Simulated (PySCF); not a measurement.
**Vibration and rotation of LiGa⁺**

UHF-CCSD(T) constants of LiGa⁺, ²Σ⁺ (doublet), unpaired electrons σ ↑ (basis Li aug-pcseg-1, Ga aug-pcseg-1; no relativity; PySCF 2.14; masses 7.0160 and 68.9256 u):

| Quantity | Value |
| --- | --- |
| ωe | 206.5 cm⁻¹ |
| ωexe | 1.39 cm⁻¹ |
| Be | 0.27938 cm⁻¹ |
| αe | 0.00347 cm⁻¹ |
| De to Li⁺ + Ga | 1.12 eV |

**Question.** What force constant and bond length do these constants imply?

**Answer.** Reduced mass μred = 6.3678 u; k = 5.8918×10⁻⁷·μred·ωe² (u, cm⁻¹, mdyn/Å) = 0.160 mdyn/Å; Re = √(16.8576/(μred·Be)) (u, cm⁻¹, Å) = 3.078 Å.

**Question.** Estimate the centrifugal constant D from the Kratzer relation and find the Dunham coefficient a1.

**Answer.** D = 4Be³/ωe² = 2.05e-06 cm⁻¹; a1 = −1 − αeωe/(6Be²) = -2.53.

Correlated steps freeze 9 core orbitals. Correlated levels converge slowly with the basis: in double zeta they bind strong bonds too weakly, by up to about 1 eV, and carry superposition errors of some tenths. Spin–orbit coupling is left out. For an ion De counts to the pair picked by the measured ionisation energies or electron affinities, which need not be the lowest pair at this level. The state is the lowest determinant that a PBE0 search found; another state may lie lower at other levels.
